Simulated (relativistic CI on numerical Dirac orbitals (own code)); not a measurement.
## Energy levels of Zn IX

Method of calculation: Dirac-Coulomb-Breit CI, KLI orbitals optimised for each configuration, QED by a radiative potential, unscaled Slater integrals (own radial code, finite nucleus).

CI space (outside the closed core [Ne]): 3s2 3p6 3d4, 3s2 3p5 3d5, 3s2 3p6 3d3 4s, 3s 3p6 3d5, 3s2 3p6 3d3 4p, 3s2 3p6 3d3 4d, 3s2 3p6 3d2 4s 4p, 3s2 3p6 3d3 4f, 3s2 3p6 3d3 5s, 3s2 3p6 3d3 5p, 3s2 3p6 3d2 4p 4d, 3s2 3p6 3d2 4s2, 3s2 3p6 3d 4s2 4p, 3s2 3p6 3d 4s2 4d, 3s2 3p6 3d 4s2 4f, 3p6 3d6, 3p5 3d7, 3s2 3p6 3d2 4p2, 3s2 3p6 3d 4s 4p2, 3s2 3p6 3d 4p3, 3s2 3p6 3d 4p2 4d, 3s2 3p6 3d 4p2 4f. Double excitations out of closed p, d and f shells are left out; levels of such configurations are missing from the list, as are those of other unlisted configurations, and high levels can miss mixing partners.

The lowest level is 3s2 3p6 3d4 5D_0, with 99 % of that term; Hund's rules for 3s2 3p6 3d4 give 5D with J = 0, in agreement.

```
No.  Configuration  Term  J  E (cm⁻¹)    %  Lifetime (s)                jj configuration (%)
  1    3s2 3p6 3d4    5D  0         0   99                              3d3/2^2 3d5/2^2 (65)
  2    3s2 3p6 3d4    5D  1       483   99      1.66e+02                  3d3/2^3 3d5/2 (56)
  3    3s2 3p6 3d4    5D  2      1366  100      2.58e+01                3d3/2^2 3d5/2^2 (67)
  4    3s2 3p6 3d4    5D  3      2555  100      1.29e+01                3d3/2^2 3d5/2^2 (47)
  5    3s2 3p6 3d4    5D  4      3970   99      1.31e+01                  3d3/2 3d5/2^3 (44)
  6    3s2 3p6 3d4    3P  0     39860   96      4.09e-02                        3d3/2^4 (60)
  7    3s2 3p6 3d4    3H  4     40398   92      2.82e+00                  3d3/2^3 3d5/2 (46)
  8    3s2 3p6 3d4    3H  5     41466   96      3.06e+01                3d3/2^2 3d5/2^2 (81)
  9    3s2 3p6 3d4    3H  6     42443   99      4.99e+01                3d3/2^2 3d5/2^2 (51)
 10    3s2 3p6 3d4    3P  1     42828   99      4.86e-02                  3d3/2^3 3d5/2 (41)
 11    3s2 3p6 3d4    3F  3     45191   81      9.44e-02                3d3/2^2 3d5/2^2 (56)
 12    3s2 3p6 3d4    3F  2     45302   99      1.64e-01                3d3/2^2 3d5/2^2 (53)
 13    3s2 3p6 3d4    3F  4     45649   83      6.84e-02                3d3/2^2 3d5/2^2 (34)
 14    3s2 3p6 3d4    3P  2     47203   98      7.83e-02                  3d3/2 3d5/2^3 (40)
 15    3s2 3p6 3d4    3G  3     49984   81      2.87e-01                  3d3/2 3d5/2^3 (55)
 16    3s2 3p6 3d4    3G  4     50811   83      4.20e-01                3d3/2^2 3d5/2^2 (65)
 17    3s2 3p6 3d4    3G  5     51563   96      4.37e-01                  3d3/2 3d5/2^3 (81)
 18    3s2 3p6 3d4    1I  6     61488   99      2.28e-01                  3d3/2 3d5/2^3 (51)
 19    3s2 3p6 3d4    3D  3     61548   99      9.67e-02                  3d3/2 3d5/2^3 (48)
 20    3s2 3p6 3d4    3D  2     61979   96      1.05e-01                3d3/2^2 3d5/2^2 (32)
 21    3s2 3p6 3d4    1G  4     62307   93      6.43e-02                        3d5/2^4 (36)
 22    3s2 3p6 3d4    3D  1     62553   99      8.57e-02                  3d3/2 3d5/2^3 (54)
 23    3s2 3p6 3d4    1S  0     68335   97      4.30e-02                  3d3/2 3d5/2^3 (54)
 24    3s2 3p6 3d4    1D  2     78877   97      4.97e-02                3d3/2^2 3d5/2^2 (35)
 25    3s2 3p6 3d4    1F  3     88155   97      1.01e-01                  3d3/2 3d5/2^3 (56)
 26    3s2 3p6 3d4    3P  2    103929   99      4.07e-02                3d3/2^2 3d5/2^2 (58)
 27    3s2 3p6 3d4    3F  4    104900   99      2.81e-02                3d3/2^2 3d5/2^2 (73)
 28    3s2 3p6 3d4    3F  2    105244   99      2.58e-02                3d3/2^2 3d5/2^2 (58)
 29    3s2 3p6 3d4    3F  3    105475   98      3.16e-02                  3d3/2 3d5/2^3 (76)
 30    3s2 3p6 3d4    3P  1    107098  100      3.37e-02                  3d3/2 3d5/2^3 (84)
 31    3s2 3p6 3d4    3P  0    108635   99      3.95e-02                        3d5/2^4 (56)
 32    3s2 3p6 3d4    1G  4    119391   99      2.82e-02                  3d3/2 3d5/2^3 (58)
 33    3s2 3p6 3d4    1D  2    157371   99      7.72e-03                3d3/2^2 3d5/2^2 (61)
 34    3s2 3p6 3d4    1S  0    204660   99      4.06e-03                3d3/2^2 3d5/2^2 (67)
 35    3s2 3p5 3d5   7P°  4    525001  100      2.02e-06        3p3/2^3 3d3/2^2 3d5/2^3 (43)
 36    3s2 3p5 3d5   7P°  3    535375   97      7.28e-09        3p3/2^3 3d3/2^2 3d5/2^3 (30)
 37    3s2 3p5 3d5   7P°  2    544760   96      7.37e-09  3p1/2 3p3/2^4 3d3/2^2 3d5/2^3 (26)
 38    3s2 3p5 3d5   5P°  1    578594   99      1.20e-08        3p3/2^3 3d3/2^2 3d5/2^3 (47)
 39    3s2 3p5 3d5   5G°  6    582791   94      3.06e-08        3p3/2^3 3d3/2^2 3d5/2^3 (48)
 40    3s2 3p5 3d5   5P°  2    583544   94      3.21e-09        3p3/2^3 3d3/2^2 3d5/2^3 (24)
 41    3s2 3p5 3d5   5G°  5    584590   93      6.77e-09        3p3/2^3 3d3/2^2 3d5/2^3 (48)
 42    3s2 3p5 3d5   5G°  4    586376   93      4.09e-09        3p3/2^3 3d3/2^2 3d5/2^3 (38)
 43    3s2 3p5 3d5   5G°  3    588003   93      3.35e-09        3p3/2^3 3d3/2^2 3d5/2^3 (32)
 44    3s2 3p5 3d5   5P°  3    589329   94      1.44e-09        3p3/2^3 3d3/2^2 3d5/2^3 (26)
 45    3s2 3p5 3d5   5G°  2    589361   94      3.29e-09        3p3/2^3 3d3/2^2 3d5/2^3 (30)
```

Energies count from the lowest computed level; ° marks odd parity; lifetimes are radiative, by E1, M1, E2 decay to levels of this space only. Filled j subshells are mostly left out of the jj labels.

The mean weight of the leading LS term, summed over parents, in these 45 levels is 96 %, and that of the leading jj configuration (from the same eigenvectors) 51 %, so LS coupling describes them better.

At this charge configurations can still be misplaced by up to about 7 % of their energy. Terms inside the open d or f shell come out 10 to 20 % too wide with unscaled integrals.

Landé's interval rule says that E(J) − E(J−1) = AJ with one A. For the ground term the intervals give A = 482.9, 441.7, 396.2, 353.7 cm⁻¹ for J = 1, 2, 3, 4; the multiplet is regular.
